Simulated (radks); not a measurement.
Question: Species: Pr IV. Configuration: [Kr] 4d10 4f3 5s1 5p6 (not the ground configuration). All-electron calculation, Dirac Kohn-Sham, PBEsol, spin-unpolarised, spherical densities, point nucleus; open shells fill j = l - 1/2 first. Program: a radial shooting solver on a logarithmic mesh with Libxc functionals.

Spin-orbit splittings of the eigenvalues, e(l+1/2) - e(l-1/2), with zeta = 2 splitting/(2l+1) and mean radii in bohr:

| shell | occ. | splitting (eV) | zeta (eV) | <r> j=l-1/2 | <r> j=l+1/2 |
|---|---|---|---|---|---|
| 2p | 6 | 481.9 | 321.3 | 0.08606 | 0.09237 |
| 3p | 6 | 95.48 | 63.65 | 0.2618 | 0.2741 |
| 3d | 10 | 20.59 | 8.236 | 0.2452 | 0.2491 |
| 4p | 6 | 20.58 | 13.72 | 0.6406 | 0.6686 |
| 4d | 10 | 3.609 | 1.444 | 0.7218 | 0.7318 |
| 4f | 3 | 0.3703 | 0.1058 | 1.059 | 1.069 |
| 5p | 6 | 3.062 | 2.042 | 1.644 | 1.718 |
| 5d | 0 | ? | ? | 2.304 | 2.333 |

Estimate the 5d splitting.

Answer: 0.3323 eV (zeta = 0.1329 eV).
